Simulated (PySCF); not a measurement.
C₈H₁₃OP.
Structure used (GFN2-xTB), in Å, numbered top down from 1:
```xyz
23
C8H13OP angstrom
C     -0.894   -1.868    0.621
C     -1.208   -0.377    0.553
C     -2.715   -0.148    0.567
P     -0.467    0.343   -1.022
C     -0.628    2.148   -0.618
C      1.289    0.146   -0.569
C      2.258   -0.519   -1.373
C      3.431   -0.446   -0.693
O      3.264    0.212    0.468
C      1.972    0.566    0.538
H     -1.306   -2.302    1.531
H     -1.328   -2.384   -0.234
H      0.181   -2.038    0.613
H     -0.751    0.129    1.412
H     -2.953    0.914    0.568
H     -3.157   -0.597    1.456
H     -3.173   -0.602   -0.310
H     -1.645    2.474   -0.830
H      0.049    2.703   -1.265
H     -0.387    2.354    0.423
H      2.081   -0.981   -2.323
H      4.417   -0.804   -0.915
H      1.665    1.104    1.413
```

NICS is the negative of the GIAO shielding at a point without a nucleus: at the ring centre (0) and 1 Å above and below it (1); zz is the component along the ring normal. Level: GIAO PBE0/pcSseg-1 (PySCF, non-relativistic, gas phase) on the GFN2-xTB geometry, one conformer.

Ring bond lengths (Å), with Mayer bond orders in brackets: C6–C7 1.424 (1.27), C7–C8 1.357 (1.60), C8–O9 1.345 (1.08), O9–C10 1.341 (1.09), C10–C6 1.367 (1.56).

Problem. Give the NICS values of each ring in ppm.

Solution. 
```tsv
ring	type	NICS(0)	NICS(1), two faces	NICS(1)zz, two faces	rms pucker (Å)	centre to ring atoms, mean (Å)
C6–C7–C8–O9–C10	5-membered ring with O; formal bonds all aromatic	-11.6	-10.2 / -10.5	-26.7 / -27.1	0.00	1.16
```

Problem. What can be read from them?

Solution. 
- C6–C7–C8–O9–C10: mean NICS(1)zz -26.9 ppm, shielded, aromatic by this magnetic criterion (flat ring, no four-coordinate atom).

Problem. How equal are the bonds by HOMA? HOMA takes Krygowski's 1993 parameters.

Solution. 
- C6–C7–C8–O9–C10: HOMA 0.48; the largest term is that of C8–O9, α(R − Ropt)² = 1.00.

Problem. At the first NICS(1) probe listed for ring C6–C7–C8–O9–C10, 1 Å off the ring, how large is the induced field along the normal in 14.1 T applied along it?

Solution. NICSzz × B0 = -26.7 ppm × 14.1 T = -376 μT, against the applied field.

Problem. What are the shieldings of the ring atoms and their hydrogens in the same run (means over atoms taken as equivalent)?

Solution. 
```
atoms                        environment  σ isotropic (ppm)  principal values of the symmetric part, first atom (ppm)
   C6        substituted aromatic carbon               54.5                                        -22.6, 29.4, 156.8
   C7                 aromatic CH carbon               61.9                                        -30.7, 67.2, 149.1
   C8  aromatic CH next to a ring oxygen               40.3                                        -36.1, 48.4, 108.5
   O9                  furan-type oxygen               21.0                                      -131.3, -62.5, 256.8
  C10  aromatic CH next to a ring oxygen               37.9                                        -43.5, 46.7, 110.3
  H21                  aromatic hydrogen              24.87                                          22.7, 24.1, 27.7
  H22                  aromatic hydrogen              24.21                                          21.2, 25.0, 26.5
  H23                  aromatic hydrogen              24.05                                          20.3, 22.8, 29.1
```
